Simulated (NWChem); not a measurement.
C₂H₄O₂Si; SMILES C=C1O[SiH2]O1

```xyz
9

C      0.0000     0.0000    -2.1692
C      0.0000     0.0000    -0.8302
O      0.0000     1.1049     0.0205
Si     0.0000     0.0000     1.3385
O      0.0000    -1.1049     0.0205
H      0.0000    -0.9534    -2.7102
H      0.0000     0.9534    -2.7102
H     -1.2402     0.0000     2.1754
H      1.2402     0.0000     2.1754
```
Atoms are numbered in this order, from 1.

Program: NWChem. Geometry: optimised at PBE-D3(BJ)/def2-SVP. Ions are spin-unrestricted doublets at the neutral geometry; other ion states weren't tried. Functional: LC-ωPBE (HJS hole) with def2-SVP; rows give the range parameter ω in 1/bohr.

Problem. At which range parameter does −ε(HOMO) equal the ΔSCF ionisation energy (optimal tuning)?

Solution. about 0.33 per bohr, by linear interpolation in these runs:
```csv
range parameter (1/bohr),"vertical ionisation energy, ΔSCF (eV)",−ε(HOMO) (eV),ΔSCF minus −ε(HOMO) (eV)
0.10,8.56,6.69,1.87
0.25,8.72,8.28,0.44
0.35,8.82,8.94,-0.12
0.40,8.86,9.18,-0.32
0.80,8.99,10.06,-1.07
```
